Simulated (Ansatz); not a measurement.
VO₄F₂H₈²⁺, that is cis-[VF2(H2O)4]+ with one electron fewer. Total charge 2; doublet. Geometry PBE0-D4/def2-SVP, that of the charge +1 triplet; atoms count from 1.

```xyz
15

V     0.2426    0.3062   -0.2085
F     1.5123    1.2492    0.5760
O    -1.3293   -1.1127   -0.5458
H    -1.1842   -2.0492   -0.3521
H    -1.6922   -1.0624   -1.4422
F     0.0371    0.7259   -1.9105
O    -0.0473   -0.6339    1.6971
H    -0.8953   -0.5056    2.1453
H     0.6409   -0.4037    2.3385
O    -1.0894    1.8179    0.3707
H    -1.6035    2.2156   -0.3477
H    -0.5724    2.5417    0.7587
O     1.6622   -1.1030   -0.8332
H     2.5435   -0.9694   -0.4530
H     1.7749   -1.0164   -1.7931
```

Estimate the Mulliken populations from the PBE0/def2-TZVP orbitals of Ansatz.


```tsv
atom	charge (e)	spin (α − β)	d electrons
V1	1.13	1.10	2.99
F2	-0.28	-0.04	–
O3	-0.51	-0.01	–
H4	0.43	0.00	–
H5	0.42	0.00	–
F6	-0.28	-0.04	–
O7	-0.51	-0.01	–
H8	0.43	0.00	–
H9	0.42	0.00	–
O10	-0.48	0.00	–
H11	0.43	0.00	–
H12	0.43	0.00	–
O13	-0.48	0.00	–
H14	0.43	0.00	–
H15	0.43	0.00	–
```
Mulliken values depend strongly on the basis.

Where does the spin sit?

Summed by element: V 1.10, F -0.07, O -0.03, H 0.00, of 1 unpaired in all. Largest on single atoms: V1 1.10, F2 -0.04, F6 -0.04.

And the Mayer bond orders between heavy atoms (over 0.3)?

V1–F2 1.17 (1.77 Å); V1–O3 0.52 (2.14 Å); V1–F6 1.17 (1.76 Å); V1–O7 0.51 (2.14 Å); V1–O10 0.54 (2.10 Å); V1–O13 0.55 (2.10 Å).
